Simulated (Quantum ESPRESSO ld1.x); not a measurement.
The numbers below are computed, except where a source is named.
Problem. The mean radii <r> (bohr) of the occupied orbitals of an atom or ion are listed with their occupations. Code: ld1.x of Quantum ESPRESSO 7.5. Model: scalar-relativistic Kohn-Sham, LDA (Slater exchange, VWN5 correlation), spin-polarised, spherical densities, point nucleus.

orbital  occ.      <r>
1s up       1  0.05417
1s down     1  0.05417
2s up       1   0.2433
2s down     1   0.2430
2p up       3   0.2132
2p down     3   0.2130
3s up       1   0.6329
3s down     1   0.6347
3p up       2   0.6261

Name the element and its charge. Open shells, if any, are filled with parallel spins first.

Solution. Z = 28, nickel, charge +14: Ni14+ in [Ne] 3s2 3p2. The 1s radius gives Z: for a bare nucleus <r> = (2 gamma + 1)/(2Z) with gamma = sqrt(1 - (Z/c)^2), 0.05282 bohr for Z = 28, and screening makes it slightly larger (0.05417 here). The occupations add up to 14, and the charge is Z minus that.
